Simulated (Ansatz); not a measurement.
Relaxation of ClF4H2OTa (9 atoms, charge 0, multiplicity 1), to a largest force component of 0.03 eV/Å in at most 50 steps.

Level of theory: RKS PBE0/def2-SVP in Ansatz 0.2.0.

```xyz
9
Properties=species:S:1:pos:R:3
Ta -0.036 0.137 0.067
O 1.916 0.047 0.334
H 2.256 0.363 1.182
F -0.110 0.741 1.856
F 0.269 -0.605 -1.629
F -0.665 1.745 -0.599
F -1.349 -1.124 0.441
Cl 1.526 -3.088 0.856
H 2.326 -2.122 0.405
```

**Question.** Where does it end, and by what steps?

**Answer.** The forces met the threshold. The force dipped under the threshold on the way, but the program's further checks kept it going. After 39 steps the energy has fallen by 0.224 eV; H9 moved furthest, 1.17 Å. Joined: Ta1–Cl8 (3.67 → 2.94 Å).

| step | energy less start (eV) | largest force component (eV/Å) | accepted |
| --- | --- | --- | --- |
| 0 | 0.0000 | 1.465 | yes |
| 2 | -0.0639 | 0.446 | yes |
| 4 | -0.0772 | 0.187 | yes |
| 6 | -0.0816 | 0.056 | yes |
| 8 | -0.1015 | 0.217 | yes |
| 10 | -0.1023 | 0.810 | no |
| 12 | -0.1299 | 0.123 | yes |
| 14 | -0.1265 | 0.425 | no |
| 16 | -0.1318 | 0.351 | no |
| 18 | -0.1354 | 0.073 | yes |
| 20 | -0.1357 | 0.073 | yes |
| 22 | -0.1379 | 0.096 | yes |
| 24 | -0.1414 | 0.479 | yes |
| 26 | -0.1687 | 0.993 | yes |
| 28 | -0.2079 | 0.209 | yes |
| 30 | -0.0840 | 3.035 | no |
| 32 | -0.2228 | 0.187 | yes |
| 34 | -0.2204 | 0.197 | no |
| 36 | -0.2236 | 0.071 | no |
| 38 | -0.2236 | 0.118 | no |
| 39 | -0.2240 | 0.011 | yes |

```xyz
9
Properties=species:S:1:pos:R:3
Ta 0.136 0.054 0.202
O 1.842 0.781 0.480
H 2.759 0.877 0.741
F -0.196 0.096 2.052
F 0.800 -0.919 -1.287
F -0.699 1.552 -0.496
F -1.350 -1.108 0.089
Cl 1.356 -2.438 1.184
H 1.486 -2.801 -0.051
```

Whether the end is a true minimum wasn't checked by a vibrational analysis.

Run time: 120 s on 4 threads of Arm Neoverse V2, with other jobs on the host, peak memory 0.35 GiB.
